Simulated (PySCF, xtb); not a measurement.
Te(GeH3)(OSiH3) (GeH₆OSiTe), SMILES [SiH3]O[Te][GeH3].

GFN2-xTB in xtb 6.7.1 at its own geometry gives an orbital gap of 3.04 eV and a dipole moment of 1.57 D.

Geometry: B3LYP-D3(BJ)/def2-SVP. This is a generated structure with no PubChem entry under its InChIKey; it may be hypothetical. The def2 effective core potentials stand for the cores of Te; spin–orbit coupling is left out. Other conformers were not sampled.

Task: What does PBE/def2-TZVP (PySCF) give? (An estimate is asked for; the answer gives what the named calculation found.)

Result: gap 2.18 eV (levels -5.36 and -3.17 eV), dipole 1.52 D.
